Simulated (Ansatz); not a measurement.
One change: `[CH3][SbH2]` becomes `[GeH3][SbH2]`.

Ansatz, PBE0-D4/def2-TZVP geometries, multiplicity 1. 

Elements past krypton have def2 core potentials. Scalar relativity is left out up to krypton.

| property | `[CH3][SbH2]` |
| --- | --- |
| LUMO energy (B3LYP/def2-TZVPP) / eV | -0.46 |
| HOMO–LUMO gap (ωB97M-V/def2-TZVPP) / eV | 10.47 |
| HOMO energy (PBE0/def2-TZVPP) / eV | -7.04 |
| LUMO energy (PBE0/def2-TZVPP) / eV | -0.21 |
| HOMO–LUMO gap (PBE0/def2-TZVPP) / eV | 6.83 |
| HOMO–LUMO gap (B3LYP/def2-TZVPP) / eV | 6.42 |

**Question.** Give the same properties after the change, and the shifts. (An estimate is asked.)

**Answer.** Computed: 
| property | `[GeH3][SbH2]` | shift |
| --- | --- | --- |
| LUMO energy (B3LYP/def2-TZVPP) / eV | -0.87 | -0.41 |
| HOMO–LUMO gap (ωB97M-V/def2-TZVPP) / eV | 10.18 | -0.29 |
| HOMO energy (PBE0/def2-TZVPP) / eV | -7.22 | -0.18 |
| LUMO energy (PBE0/def2-TZVPP) / eV | -0.62 | -0.41 |
| HOMO–LUMO gap (PBE0/def2-TZVPP) / eV | 6.60 | -0.23 |
| HOMO–LUMO gap (B3LYP/def2-TZVPP) / eV | 6.17 | -0.25 |

With PBE0 the HOMO falls by 0.18 eV and the LUMO falls by 0.41 eV, so the gap narrows by about 0.23 eV. PBE moves the HOMO by -0.24 eV and ωB97M-V by -0.07 eV.

B3LYP here is the variant with VWN-RPA as its local correlation; programs differ in this.

Spin–orbit coupling is left out; it splits and shifts lone-pair levels of the heavy atoms by tenths of an eV.
